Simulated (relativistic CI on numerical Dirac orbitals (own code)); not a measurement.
# Hyperfine structure of Pm43+, mass number 147

Calculated at this level of theory: Dirac-Coulomb-Breit CI, separate exchange-only KLI orbitals for each configuration, a model potential for QED, unscaled Slater integrals (own radial code, finite nucleus).

Configuration list (outside the closed core [Ne]): 3s²3p⁶, 3s²3p⁵3d, 3s3p⁶3d, 3s²3p⁵4s, 3s²3p⁵4p, 3s²3p⁵4d, 3p⁶3d4p, 3s3p⁶4s, 3p⁶3d², 3p⁵3d³, 3p⁵3d²4s, 3p⁵3d²4p, 3p⁵3d²4d, 3p⁶3d4s, 3p⁵3d4s², 3p⁵3d4s4p, 3p⁵3d4s4d. Double excitations out of closed p, d and f shells are left out; levels of such configurations are missing from the list, as are those of other unlisted configurations, and high levels can miss mixing partners.

Nuclear spin I = 7/2, μ = 2.58 μN, Q = 0.74 b (tables of Stone and Pyykkö). The electronic factors are computed for point nuclear moments, without core polarisation or the Bohr-Weisskopf and QED corrections.

| Level | E (Ry) | A (GHz) | B (GHz) |
| --- | --- | --- | --- |
| 3s²3p⁵3d ³P°1 | 14.0822 | 47.64 | 39 |
| 3s²3p⁵3d ³F°3 | 14.4586 | 58.33 | -126 |
| 3s²3p⁵3d ³D°2 | 14.6766 | 57.98 | -11.5 |
| 3s²3p⁵3d ³F°4 | 16.3248 | 38.92 | -117 |
| 3s²3p⁵3d ³D°3 | 17.3083 | 34.15 | 54.2 |
| 3s²3p⁵3d ³F°2 | 24.3108 | 167.7 | 38 |
| 3s²3p⁵3d ¹P°1 | 26.7878 | -86.21 | 9.2 |
| 3s3p⁶3d ³D1 | 36.3755 | -391.4 | 13.2 |

Levels with J = 0, under 50 % of one LS term, or S terms without an open s electron are left out. Small factors come from cancelling terms and can be off by tens of per cent or more.

At this charge energies of transitions that change n are usually good to better than 1 %, and those within a shell (Δn = 0) to a few per cent.

(1) Give the hyperfine levels of 3s²3p⁵3d ³F°3 relative to its centre of gravity.

Answers

(1) With K = F(F + 1) − I(I + 1) − J(J + 1), E = AK/2 + B[¾K(K + 1) − I(I + 1)J(J + 1)]/[2I(2I − 1)J(2J − 1)]: F = 1/2: -854.8, F = 3/2: -744.8, F = 5/2: -567.6, F = 7/2: -332, F = 9/2: -50.65, F = 11/2: 260.3, F = 13/2: 581 GHz.

LS names give the leading component of a level, which can be under half, so a name can repeat, a term be missing and a line seem to break the LS rules.
